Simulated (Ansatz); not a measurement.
Program: Ansatz. Geometries: PBE0-D4/def2-TZVP. ΔE: electronic, gas phase. CCSD(T)/CBS adds triple-zeta CCSD(T) − MP2 to the extrapolated MP2 energy (def2 sets, frozen cores). Functionals use def2-TZVPP. B3LYP here is the variant with VWN-RPA as its local correlation; programs differ in this. Each species was taken in one conformer, which may not be the lowest.

Reaction (isomerisation): `N[SiH2]C(O)F` → `NC(F)[SiH2]O`

`N[SiH2]C(O)F`:

Cartesian coordinates in Å:
```
N -0.226 0.864 -1.258
Si -0.910 0.137 0.154
C 0.603 -0.684 0.981
O 1.409 -1.253 0.026
F 1.303 0.336 1.654
H 0.243 1.754 -1.179
H -0.726 0.807 -2.131
H -1.872 -0.894 -0.310
H -1.569 1.080 1.096
H 0.392 -1.448 1.734
H 1.353 -0.698 -0.767
```

`NC(F)[SiH2]O`:

Z-matrix (Å, degrees):
```
C
F 1 1.431
Si 1 1.895 2 105.4
N 1 1.400 2 112.9 3 -123.2
H 1 1.094 2 105.0 3 117.8
O 3 1.645 1 106.8 2 164.0
H 3 1.486 1 109.9 2 43.2
H 3 1.491 1 107.7 2 -75.5
H 4 1.011 1 114.1 2 -63.6
H 4 1.010 1 113.8 2 64.5
H 6 0.957 3 118.4 1 -171.3
```

```csv
level,ΔE (kJ/mol),difference from CCSD(T)/CBS
PBE0-D4,-46.1,4.8
B3LYP-D4,-49.9,1.0
ωB97M-V,-48.0,2.9
PBE0,-46.8,4.1
B3LYP,-51.2,-0.3
MP2/def2-TZVPP,-52.6,-1.7
CCSD/def2-TZVPP,-51.3,-0.4
CCSD(T)/def2-TZVPP,-49.4,1.5
MP2/CBS(def2),-54.1,-3.2
CCSD/CBS(def2),-52.8,-1.9
CCSD(T)/CBS,-50.9,0
```

Largest T1 diagnostic among the species: 0.012.

In def2-TZVPP, CCSD(T) changes the Hartree–Fock value by +9.0 kJ/mol (the triples alone add +1.9 kJ/mol) and MP2 by +5.9 kJ/mol.
